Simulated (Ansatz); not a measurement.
```yaml
crystal:
  periodic: [false, false, false]
  atoms:
    - {symbol: Ge, position_ang: [0.000585, -0.000977, 0.086460]}
    - {symbol: H, position_ang: [0.011110, -0.018094, 1.602593]}
    - {symbol: F, position_ang: [1.574802, 0.010843, -0.573731]}
    - {symbol: F, position_ang: [-0.796949, 1.371128, -0.542295]}
    - {symbol: F, position_ang: [-0.789549, -1.362889, -0.573018]}
basis:
  gaussian: {orbitals: def2-mTZVPP}
magnetization: {spin_polarized: true, initial_magnetization: 0}
hamiltonian: {xc: {name: B2GP-PLYP}, pseudopotentials: {relativity: none}}
scf: {lower_state_search: off}
output: {forces: true}
```

```sh
$ ansatz run in.yaml --threads 2 --pin off --events-out ev --progress --plain --max-ram 32768MiB --backend cpu
```

Shortened log:

```
Functional definition: B2GP-PLYP
1012 factors; integrals over basis functions are off by at most 1.5e-3 eV
mean field evaluation 1: about -64657.5923 eV, gradient 3.7e1 eV
mean field evaluation 2: about -64657.5977 eV, gradient 3.7e1 eV
mean field evaluation 4: about -64661.5100 eV, gradient 1.2e0 eV
mean field evaluation 8: about -64661.5185 eV, gradient 2.5e-2 eV
mean field evaluation 16: about -64661.5185 eV, gradient 1.0e-5 eV
mean field -64661.51848048 eV, -2376.2669750061 hartree, gradient 2.0e-6 eV, S^2 0.000000; 0 other end points of the search recorded, 0 dependent functions left out
12 core orbitals not correlated: weight in the atoms' cores, before any rotation towards them, 1.000 or more for the frozen orbitals, at most 0.000 for the correlated occupied ones
reference -64661.51855837 eV, -2376.2669778687 hartree; 18, 18 occupied and 83, 83 virtual orbitals, 1012 factors
second order -26.81602503 eV of doubles, -0.00000000 eV of singles
Total energy: -64671.17232738 eV, -2376.6217473363 hartree
Atom 0 at     0.000585    -0.000977     0.086460 Å, force     0.004108    -0.005056     0.484491 eV/Å
Atom 1 at     0.011110    -0.018094     1.602593 Å, force    -0.001811     0.002687    -0.225949 eV/Å
Atom 2 at     1.574802     0.010843    -0.573731 Å, force     0.196993     0.001313    -0.087537 eV/Å
Atom 3 at    -0.796949     1.371128    -0.542295 Å, force    -0.100143     0.172615    -0.083362 eV/Å
Atom 4 at    -0.789549    -1.362889    -0.573018 Å, force    -0.099147    -0.171559    -0.087643 eV/Å
Dipole moment:     0.003561    -0.005873     0.518809 e Å
Checks for a lower state left out: starts, cluster_reference, orbital_swaps, neighbouring_geometries, increment
```

Run time 8.5 s (2 threads of AMD EPYC 7R13 on a shared host).

Correlated methods freeze 12 core orbitals; core or outer-core shells of Ge are correlated, in sets that lack core-valence functions.
